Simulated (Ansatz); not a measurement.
Reactions of CH$_{3}$BN$_{2}$, SMILES `BN=C=N`.

Computed with Ansatz on PBE0-D4/def2-TZVP structures; ΔE is electronic, products minus reactants. CCSD(T)/CBS adds triple-zeta CCSD(T) − MP2 to the extrapolated MP2 energy (def2 sets, frozen cores). This one scheme is used for every species. For Ge outer-core shells are correlated without core-valence functions, which leaves a few kJ/mol of doubt a bond. Scalar relativity is left out up to krypton. One conformer a species, not always the lowest.

| reaction | HF/CBS(def2) (eV) | MP2/CBS(def2) (eV) | CCSD(T)/CBS(def2) (eV) |
| --- | --- | --- | --- |
| `BN=C=N` + `C=N` → `BN=C` + `N=C=N` | 0.15 | 0.00 | -0.03 |
| `BN=C=N` + `[OH][Al]([Cl])[Cl]` → `B[O][Al]([Cl])[Cl]` + `N=C=N` | -0.33 | -0.17 | -0.22 |
| `BN=C=N` + `C[SiH](S)Cl` → `BS[SiH](C)Cl` + `N=C=N` | 0.42 | 0.23 | 0.22 |
| `BN=C=N` + ethylmethylamine → `BN(C)CC` + `N=C=N` | -0.18 | -0.42 | -0.44 |
| `BN=C=N` + `O[SiH2][GeH2][F]` → `BO[SiH2][GeH2][F]` + `N=C=N` | -0.31 | -0.16 | -0.21 |
| `BN=C=N` + `BS` → `BSB` + `N=C=N` | 0.56 | 0.48 | 0.48 |

Largest T1 diagnostic: 0.017, for `N=C=N`.
